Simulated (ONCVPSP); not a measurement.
What one change does to a pseudopotential (lanthanum (La), ONCV)

La (Z = 57), optimised norm-conserving Vanderbilt (ONCV), made with ONCVPSP 4.0.1 (LDA (Perdew-Zunger), scalar-relativistic). Core [Kr] 4d10, reference 5s2 5p6 5d1 6s1 6p1. Waves: 5s+6s: rc 2.50 bohr, ncon 4, nbas 8, qcut 4.8 1/bohr, 3 projectors, debl 3 Ha; 5p+6p: rc 3.50 bohr, ncon 5, nbas 10, qcut 3.7 1/bohr, 3 projectors, debl 0.5 Ha; 5d: rc 3.25 bohr, ncon 4, nbas 9, qcut 5.6 1/bohr, 2 projectors, debl 2.4 Ha; f scattering state at 0.08 Ha: rc 2.50 bohr, ncon 4, nbas 8, qcut 5 1/bohr, local. Local part: the f channel. Core correction: Teter function, fcfact 4.75, rcfact 1.75.

In the f channel the program set the typed energies aside and used -0.209 Ha.

All-electron outer shells of the reference configuration (LDA (Perdew-Zunger), scalar-relativistic, ld1.x):

| shell | level (eV) | outermost node (bohr) | outermost maximum (bohr) |
| --- | --- | --- | --- |
| 4d | -104.96 | 0.32 | 0.68 |
| 5s | -40.17 | 0.77 | 1.41 |
| 5p | -23.57 | 0.83 | 1.58 |
| 6s | -4.45 | 1.85 | 3.69 |
| 5d | -4.10 | 0.95 | 2.21 |
| 6p | -1.93 | 2.19 | 4.86 |

Change: core correction Teter function, fcfact 1.4, rcfact 1.75.

Cutoffs: the cutoffs (Ha) at which the residual kinetic energy of the hardest occupied pseudo-wave falls to 1 and 0.1 mHa per electron; they do not see the model core or the augmentation charge, which bear on the density cutoff. Errors are all-electron minus pseudo energies relative to the spin-unpolarised reference configuration.

Task: How do hardness, ghosts and transferability respond?

Result: The potential gets neither clearly harder nor softer (8.0 Ha and 9.6 Ha → 8.0 Ha and 9.6 Ha); of the 4 tests that both files solve, the error grows in 0 and shrinks in 3 by more than 15 % and 0.3 meV (median size 2.3 → 1.4 meV); neither file shows a bound ghost. A model core, the more so a compact one, raises the density cutoff, which this test does not measure.

| quantity | base | changed |
| --- | --- | --- |
| cutoff, loose | 8.0 Ha | 8.0 Ha |
| cutoff, tight | 9.6 Ha | 9.6 Ha |
| bound ghosts | none | none |
| GHOST(+) flags under 300 eV | d at 89.7 eV, s at 140.8 eV | d at 89.7 eV, s at 140.8 eV |
| error for 5s2 5p6 5d1 6s2 6p0, meV [ΔE -2.46 eV] | -0.7 | -0.3 |
| error for 5s2 5p6 5d1 6s1 6p0, meV [ΔE 3.70 eV] | -1.1 | -1.0 |
| error for 5s2 5p6 5d1 6s0 6p0, meV [ΔE 14.86 eV] | -6.1 | -4.5 |
| error for 5s2 5p6 5d1.5 6s1.5 6p0, meV [ΔE -2.10 eV] | -3.5 | -1.9 |
| s: phases at 2.54 bohr within 0.05 rad from the reference energy up to (Ha; the scan ends near 5) | 4.7 | 4.7 |
| p: phases at 3.54 bohr within 0.05 rad from the reference energy up to (Ha; the scan ends near 5) | 2.2 | 2.2 |
| d: phases at 3.30 bohr within 0.05 rad from the reference energy up to (Ha; the scan ends near 5) | 0.8 | 0.8 |
| f: phases at 2.54 bohr within 0.05 rad from the reference energy up to (Ha; the scan ends near 5) | -0.1 | -0.1 |
| rms error of d²Exc/dni dnj with the model core, mHa | 2.33 | 0.48 |

Base: The cutoffs count occupied waves only; projector 1 of the f channel, the hardest unoccupied one, needs 41 Ha at the loose tolerance. Changed file: The cutoffs count occupied waves only; projector 1 of the f channel, the hardest unoccupied one, needs 41 Ha at the loose tolerance.
